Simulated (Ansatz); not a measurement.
A CCSD(T) single point on `F[SiH]1[SiH2]S1`.

```yaml
crystal:
  periodic: [false, false, false]
  atoms:
    - {symbol: F, position_ang: [-2.321868, 0.289562, 0.255807]}
    - {symbol: Si, position_ang: [-0.916891, 0.319915, -0.498824]}
    - {symbol: Si, position_ang: [1.000836, -0.112529, 0.567285]}
    - {symbol: S, position_ang: [0.051808, -1.545576, -0.764186]}
    - {symbol: H, position_ang: [-1.104910, 1.141498, -1.710147]}
    - {symbol: H, position_ang: [1.023429, -0.526350, 1.989458]}
    - {symbol: H, position_ang: [2.328796, 0.365479, 0.114808]}
basis:
  gaussian: {orbitals: def2-SVP}
correlation: {method: ccsd_t}
```

```sh
$ ansatz run in.yaml --threads 2 --pin off --events-out ev --progress --plain --max-ram 4352MiB
```

Log, shortened:

```
Functional definition: HF
772 factors; integrals over basis functions are off by at most 1.2e-3 eV
mean field evaluation 1: about -29284.7517 eV, gradient 2.7e1 eV
mean field evaluation 2: about -29284.7540 eV, gradient 2.7e1 eV
mean field evaluation 4: about -29286.6450 eV, gradient 2.3e0 eV
mean field evaluation 8: about -29286.6716 eV, gradient 1.6e-1 eV
mean field evaluation 16: about -29286.6677 eV, gradient 5.3e-1 eV
mean field -29286.67183667 eV, -1076.2653387785 hartree, gradient 1.3e-6 eV, S^2 0.000000; 0 other end points of the search recorded, 0 dependent functions left out
16 core orbitals not correlated: weight in the atoms' cores, before any rotation towards them, 1.000 or more for the frozen orbitals, at most 0.000 for the correlated occupied ones
reference -29286.67183667 eV, -1076.2653387785 hartree; 12, 12 occupied and 55, 55 virtual orbitals, 772 factors
second order -13.56604730 eV of doubles, -0.00000000 eV of singles
cycle   1  -14.19472283 eV  change   -6.3e-1 eV  update   9.8e-2
cycle   2  -14.58894951 eV  change   -3.9e-1 eV  update   3.0e-2
cycle   3  -14.68304305 eV  change   -9.4e-2 eV  update   1.6e-2
cycle   4  -14.67889035 eV  change    4.2e-3 eV  update   3.7e-3
cycle   5  -14.67637240 eV  change    2.5e-3 eV  update   1.5e-3
cycle   6  -14.67646310 eV  change   -9.1e-5 eV  update   5.4e-4
cycle   7  -14.67632711 eV  change    1.4e-4 eV  update   1.8e-4
cycle   8  -14.67630505 eV  change    2.2e-5 eV  update   6.4e-5
cycle   9  -14.67633407 eV  change   -2.9e-5 eV  update   2.4e-5
cycle  10  -14.67633628 eV  change   -2.2e-6 eV  update   7.7e-6
perturbative correction -0.41011499 eV, -0.0150714481 hartree
Total energy: -29301.75828794 eV, -1076.8197556368 hartree
```

It took 1.6 s on 2 threads of an Arm Neoverse V2 on a shared host, with 0.21 GiB of host memory at the peak.

Correlation energy per correlated electron: -0.629 eV. T1 diagnostic: 0.0139.
